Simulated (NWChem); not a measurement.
Everything below was run with NWChem. System: C2H5FO2Si, charge 0, spin multiplicity 1, at a geometry optimised with B3LYP/def2-SVP. The structure started from a generated list of species. Level: RHF/def2-SVP.

Input file:

```
start mol
memory heap 200 mb stack 800 mb global 1000 mb
geometry units angstroms nocenter noautoz
  O     -2.648291     0.075166     0.000000
  Si    -1.375384    -0.976585     0.000000
  O      0.006291    -0.023473     0.000000
  C      1.311921    -0.383779     0.000000
  C      2.311548     0.503242     0.000000
  F      2.106563     1.825455     0.000000
  H     -2.439541     1.017163     0.000000
  H     -1.397385    -1.831228     1.217987
  H     -1.397385    -1.831228    -1.217987
  H      1.562327    -1.451377     0.000000
  H      3.363474     0.209435     0.000000
  symmetry group Cs
end
basis spherical
  * library def2-svp
end
scf
  rhf
  nopen 0
  maxiter 100
  thresh 1e-7
  semidirect memsize 60000000 filesize 0
end
task scf energy
```

Output (cleaned and shortened):

```
             Northwest Computational Chemistry Package (NWChem) 7.3.0
             --------------------------------------------------------

                                NWChem Input Module
                                -------------------

 Scaling coordinates for geometry "geometry" by  1.889725989
 (inverse scale =  0.529177249)

 Turning off AUTOSYM since
 SYMMETRY directive was detected!

                             Geometry "geometry" -> ""
                             -------------------------

 Output coordinates in angstroms (scale by  1.889725989 to convert to a.u.)

  No.       Tag          Charge          X              Y              Z
 ---- ---------------- ---------- -------------- -------------- --------------
    1 O                    8.0000    -2.64829100     0.07516600     0.00000000
    2 Si                  14.0000    -1.37538400    -0.97658500     0.00000000
    3 O                    8.0000     0.00629100    -0.02347300     0.00000000
    4 C                    6.0000     1.31192100    -0.38377900     0.00000000
    5 C                    6.0000     2.31154800     0.50324200     0.00000000
    6 F                    9.0000     2.10656300     1.82545500     0.00000000
    7 H                    1.0000    -2.43954100     1.01716300     0.00000000
    8 H                    1.0000    -1.39738500    -1.83122800     1.21798700
    9 H                    1.0000    -1.39738500    -1.83122800    -1.21798700
   10 H                    1.0000     1.56232700    -1.45137700     0.00000000
   11 H                    1.0000     3.36347400     0.20943500     0.00000000

 Effective nuclear repulsion energy (a.u.)     292.4628724338

            Nuclear Dipole moment (a.u.)
            ----------------------------
        X                 Y               Z
 ---------------- ---------------- ----------------
    -0.0000094486    -0.0000151178     0.0000000000

      Symmetry information
      --------------------

 Group name             Cs
 Group number              2
 Group order               2
 No. of unique centers    10

      Symmetry unique atoms

     1    2    3    4    5    6    7    8   10   11


 Summary of "ao basis" -> "" (spherical)
 ------------------------------------------------------------------------------
       Tag                 Description            Shells   Functions and Types
 ---------------- ------------------------------  ------  ---------------------
 *                          def2-svp                  on all atoms

 Summary of "ao basis" -> "ao basis" (spherical)
 ------------------------------------------------------------------------------
       Tag                 Description            Shells   Functions and Types
 ---------------- ------------------------------  ------  ---------------------
 O                          def2-svp                 6       14   3s2p1d
 Si                         def2-svp                 8       18   4s3p1d
 C                          def2-svp                 6       14   3s2p1d
 F                          def2-svp                 6       14   3s2p1d
 H                          def2-svp                 3        5   2s1p

                                 NWChem SCF Module
                                 -----------------

  ao basis        = "ao basis"
  functions       =   113
  atoms           =    11
  closed shells   =    28
  open shells     =     0
  charge          =   0.00
  wavefunction    = RHF
  use symmetry    = T
  symmetry adapt  = T

 Summary of "ao basis" -> "ao basis" (spherical)
 ------------------------------------------------------------------------------
       Tag                 Description            Shells   Functions and Types
 ---------------- ------------------------------  ------  ---------------------
 O                          def2-svp                 6       14   3s2p1d
 Si                         def2-svp                 8       18   4s3p1d
 C                          def2-svp                 6       14   3s2p1d
 F                          def2-svp                 6       14   3s2p1d
 H                          def2-svp                 3        5   2s1p

      Symmetry analysis of basis
      --------------------------

        a'         80
        a"         33

 Forming initial guess at       0.1s

      Superposition of Atomic Density Guess
      -------------------------------------

 Sum of atomic energies:        -615.15937954

      Non-variational initial energy
      ------------------------------

 Total energy =    -617.555389
 1-e energy   =   -1430.677390
 2-e energy   =     520.659129
 HOMO         =      -0.245791
 LUMO         =       0.062737

      Symmetry analysis of molecular orbitals - initial
      -------------------------------------------------

  Numbering of irreducible representations:

     1 a'          2 a"

  Orbital symmetries:

     1 a'          2 a'          3 a'          4 a'          5 a'
     6 a'          7 a'          8 a'          9 a'         10 a"
    11 a'         12 a'         13 a'         14 a'         15 a'
    16 a'         17 a'         18 a'         19 a"         20 a'
    21 a"         22 a'         23 a'         24 a"         25 a'
    26 a'         27 a"         28 a"         29 a'         30 a'
    31 a"         32 a'         33 a'         34 a'         35 a'
    36 a"         37 a'         38 a'

 Starting SCF solution at       1.4s

 ----------------------------------------------
         Quadratically convergent ROHF

 Convergence threshold     :          1.000E-07
 Maximum no. of iterations :          100
 Final Fock-matrix accuracy:          1.000E-09
 ----------------------------------------------

              iter       energy          gnorm     gmax       time
             ----- ------------------- --------- --------- --------
                 1     -616.3281351580  1.32D+00  2.29D-01      1.5
                 2     -616.4210802267  3.94D-01  5.78D-02      1.7
                 3     -616.4341485323  2.18D-02  4.29D-03      1.9
                 4     -616.4342009827  1.49D-04  2.56D-05      2.3
                 5     -616.4342009851  1.56D-08  6.05D-09      3.1

       Final RHF  results
       ------------------

         Total SCF energy =   -616.434200985074
      One-electron energy =  -1433.876309883678
      Two-electron energy =    524.979236464769
 Nuclear repulsion energy =    292.462872433835

        Time for solution =      1.7s

       Symmetry analysis of molecular orbitals - final
       -----------------------------------------------

  Numbering of irreducible representations:

     1 a'          2 a"

  Orbital symmetries:

     1 a'          2 a'          3 a'          4 a'          5 a'
     6 a'          7 a'          8 a'          9 a'         10 a"
    11 a'         12 a'         13 a'         14 a'         15 a'
    16 a'         17 a'         18 a'         19 a"         20 a'
    21 a"         22 a'         23 a'         24 a'         25 a"
    26 a'         27 a"         28 a"         29 a'         30 a"
    31 a'         32 a'         33 a'         34 a'         35 a"
    36 a'         37 a'         38 a'

             Final eigenvalues
             -----------------

              1
    1  -68.8238
    2  -26.2926
    3  -20.5795
    4  -20.5595
    5  -11.3218
    6  -11.3169
    7   -6.1840
    8   -4.2964
    9   -4.2953
   10   -4.2942
   11   -1.5944
   12   -1.3808
   13   -1.3251
   14   -1.0293
   15   -0.8357
   16   -0.7766
   17   -0.7410
   18   -0.7206
   19   -0.6875
   20   -0.6799
   21   -0.6126
   22   -0.5966
   23   -0.5860
   24   -0.5545
   25   -0.5470
   26   -0.5111
   27   -0.4610
   28   -0.3551
   29    0.1516
   30    0.1778
   31    0.1891
   32    0.1963
   33    0.2149
   34    0.2419
   35    0.2718
   36    0.2788
   37    0.3047
   38    0.3618

                       ROHF Final Molecular Orbital Analysis
                       -------------------------------------

 Vector   26  Occ=2.000000D+00  E=-5.110953D-01  Symmetry=a'
              MO Center=  5.4D-02, -4.0D-01, -4.4D-15, r^2= 2.8D+00
   Bfn.  Coefficient  Atom+Function         Bfn.  Coefficient  Atom+Function
  ----- ------------  ---------------      ----- ------------  ---------------
    37      0.474757   3 O  py               40      0.382354   3 O  py
   104      0.216893  10 H  s                51     -0.202994   4 C  py

 Vector   27  Occ=2.000000D+00  E=-4.609720D-01  Symmetry=a"
              MO Center= -1.6D+00, -1.2D+00,  2.0D-15, r^2= 3.0D+00
   Bfn.  Coefficient  Atom+Function         Bfn.  Coefficient  Atom+Function
  ----- ------------  ---------------      ----- ------------  ---------------
     6      0.323754   1 O  pz               94     -0.291651   8 H  s
    99      0.291651   9 H  s                 9      0.269921   1 O  pz
    95     -0.241376   8 H  s               100      0.241376   9 H  s
    24     -0.224400   2 Si pz

 Vector   28  Occ=2.000000D+00  E=-3.551128D-01  Symmetry=a"
              MO Center=  1.5D+00,  1.2D-01, -9.6D-17, r^2= 2.2D+00
   Bfn.  Coefficient  Atom+Function         Bfn.  Coefficient  Atom+Function
  ----- ------------  ---------------      ----- ------------  ---------------
    66      0.392142   5 C  pz               52      0.346616   4 C  pz
    69      0.277083   5 C  pz               38     -0.273261   3 O  pz
    41     -0.274025   3 O  pz               55      0.269842   4 C  pz
    80      0.202830   6 F  pz               83     -0.191326   6 F  pz

 Vector   29  Occ=0.000000D+00  E= 1.515620D-01  Symmetry=a'
              MO Center= -8.6D-01, -1.2D+00,  4.2D-15, r^2= 5.8D+00
   Bfn.  Coefficient  Atom+Function         Bfn.  Coefficient  Atom+Function
  ----- ------------  ---------------      ----- ------------  ---------------
    25      0.982990   2 Si px              105      0.949964  10 H  s
    49     -0.750283   4 C  s                 3      0.732342   1 O  s
    54      0.463251   4 C  py               90     -0.401736   7 H  s
    35     -0.333021   3 O  s               110      0.223083  11 H  s

 Vector   30  Occ=0.000000D+00  E= 1.778450D-01  Symmetry=a"
              MO Center=  1.6D+00, -2.6D-02,  7.4D-14, r^2= 3.0D+00
   Bfn.  Coefficient  Atom+Function         Bfn.  Coefficient  Atom+Function
  ----- ------------  ---------------      ----- ------------  ---------------
    55      0.765131   4 C  pz               69     -0.739222   5 C  pz
    27     -0.390037   2 Si pz               52      0.387233   4 C  pz
    66     -0.387471   5 C  pz               95      0.315598   8 H  s
   100     -0.315598   9 H  s                83      0.191864   6 F  pz
    41     -0.185039   3 O  pz

 Vector   31  Occ=0.000000D+00  E= 1.891114D-01  Symmetry=a'
              MO Center= -1.1D+00,  8.7D-02, -1.3D-15, r^2= 5.6D+00
   Bfn.  Coefficient  Atom+Function         Bfn.  Coefficient  Atom+Function
  ----- ------------  ---------------      ----- ------------  ---------------
    26      0.928627   2 Si py               35     -0.717862   3 O  s
     3     -0.636814   1 O  s                90      0.586997   7 H  s
   110      0.477352  11 H  s                18      0.456687   2 Si s
    63     -0.360579   5 C  s                25      0.340442   2 Si px
    68      0.270999   5 C  py                7     -0.235166   1 O  px

 center of mass
 --------------
 x =   0.04294506 y =   0.09975963 z =   0.00000000

 moments of inertia (a.u.)
 ------------------
         384.083122899023        -415.380411995434           0.000000000000
        -415.380411995434        1288.844795238428           0.000000000000
           0.000000000000           0.000000000000        1651.571515703606

  Mulliken analysis of the total density
  --------------------------------------

    Atom       Charge   Shell Charges
 -----------   ------   -------------------------------------------------------
    1 O    8     8.56   1.99  1.04  0.69  2.87  1.96  0.01
    2 Si  14    12.87   2.00  1.99  0.85  0.07  5.94  1.09  0.51  0.42
    3 O    8     8.67   1.99  1.03  0.75  2.89  1.99  0.01
    4 C    6     5.81   1.99  0.87  0.17  1.95  0.74  0.08
    5 C    6     5.76   1.99  0.87  0.21  1.92  0.68  0.08
    6 F    9     9.33   1.99  1.12  0.81  3.34  2.06  0.01
    7 H    1     0.77   0.65  0.05  0.07
    8 H    1     1.18   0.76  0.41  0.01
    9 H    1     1.18   0.76  0.41  0.01
   10 H    1     0.94   0.75  0.16  0.03
   11 H    1     0.94   0.75  0.16  0.03

       Multipole analysis of the density wrt the origin
       ------------------------------------------------

     L   x y z        total         open         nuclear
     -   - - -        -----         ----         -------
     0   0 0 0     -0.000000      0.000000     56.000000

     1   1 0 0      0.478739      0.000000     -0.000009
     1   0 1 0     -0.679316      0.000000     -0.000015
     1   0 0 1      0.000000      0.000000      0.000000

     2   2 0 0    -31.475856      0.000000    673.241262
     2   1 1 0     -4.461593      0.000000    203.021427
     2   1 0 1      0.000000      0.000000      0.000000
     2   0 2 0    -30.987730      0.000000    198.862716
     2   0 1 1     -0.000000      0.000000      0.000000
     2   0 0 2    -32.581759      0.000000     10.595293

 Task  times  cpu:        3.1s     wall:        3.1s

 Total times  cpu:        3.1s     wall:        3.1s
```
